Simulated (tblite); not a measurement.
Species: C3H8ClFSi.
Cartesian coordinates in Å at the GFN2-xTB level; atoms count from 1:
```xyz
14
C3H8ClFSi angstrom
C     -2.0798    0.1038   -0.2120
C     -0.7030   -0.4389    0.1232
Cl    -0.3071   -1.7698   -1.0189
C      0.3944    0.6062    0.0421
Si     2.1380   -0.1519    0.1469
F      3.0912    1.0376    0.6813
H     -2.8310   -0.6798   -0.1456
H     -2.0914    0.5115   -1.2204
H     -2.3374    0.8963    0.4882
H     -0.7088   -0.9094    1.1098
H      0.2426    1.3251    0.8504
H      0.2859    1.1604   -0.8927
H      2.2212   -1.1785    1.1742
H      2.6844   -0.5132   -1.1487
```

Computed with GFN2-xTB (tblite): harmonic, unscaled wavenumbers at the GFN2-xTB geometry, gas phase. Against measured fundamentals such values can be off by several per cent, at times by over 20. Modes of hydrogen on silicon can be 10 to 20 % off. One conformer, not necessarily the lowest.

Harmonic wavenumbers (cm⁻¹): 56.0, 73.2, 129.1, 180.2, 220.8, 293.2, 358.2, 403.7, 486.1, 594.1, 622.3, 727.0, 751.1, 761.3, 799.5, 817.0, 950.5, 1008.0, 1064.2, 1121.5, 1161.3, 1241.0, 1250.0, 1320.7, 1406.5, 1465.1, 1479.7, 1489.0, 2334.1, 2363.7, 2939.4, 2966.8, 2979.5, 3025.5, 3038.1, 3041.2.

A = 4187, B = 1179, C = 959.7 MHz; mass 126.007 u (most abundant isotopes); point group C1, symmetry number 1.

Question: Zero-point energy?

Answer: Half the sum of the wavenumbers: 22459 cm⁻¹ = 268.67 kJ/mol.

Question: What is S at 273.15 K and 1 bar for an ideal gas of classical rigid rotors and harmonic oscillators?

Answer: Translation 167.35, rotation 118.60, vibration 86.71: S = 372.7 J/(mol K).

Question: And Cp and H(273.15 K) − H(0)?

Answer: Cp = 123.83 J/(mol K), of which vibrations give 90.57 (their classical limit is 36 R = 299.3); H(273.15 K) − H(0) = 21.68 kJ/mol without the zero-point energy, 12.59 from vibrations.

Question: Which modes carry the vibrational entropy at 273.15 K?

Answer: 56.0 cm⁻¹: 18.50; 73.2 cm⁻¹: 16.29; 129.1 cm⁻¹: 11.68; 180.2 cm⁻¹: 9.05; 220.8 cm⁻¹: 7.51; 293.2 cm⁻¹: 5.48 J/(mol K); the other 30 give 18.20 together.

Question: What must be added to the electronic energy to get the Gibbs energy at 273.15 K and 1 bar?

Answer: ZPE + [H(273.15 K) − H(0)] − T·S = 268.67 + 21.68 − 101.79 = 188.56 kJ/mol.

Question: How do the functions run with temperature in this model?

Answer: 
```csv
T (K),S (J/(mol K)),Cp (J/(mol K)),H − H(0) (kJ/mol),G − H(0) (kJ/mol),ln q(vib)
50,239.6,50.8,2.01,-9.97,0.38
100,280.5,68.8,5.01,-23.04,1.34
298.15,383.8,131.7,24.87,-89.57,5.39
373.15,415.8,153.8,35.59,-119.57,6.90
500,465.4,185.1,57.16,-175.52,9.41
750,549.2,228.3,109.24,-302.69,14.11
1000,619.1,256.6,170.08,-448.97,18.42
```

q(vib) and H(0) count from the zero-point level.

Hindered rotation and anharmonicity are outside this model. Other conformers, if any are populated, would add a mixing term that is left out. The structure is chiral; the term R ln 2 for an equal mix with its mirror image is left out.

Time: 0.36 s wall. Hardware: Arm Neoverse V2, one thread, no GPU, shared host. The figure is for the frequency step alone.
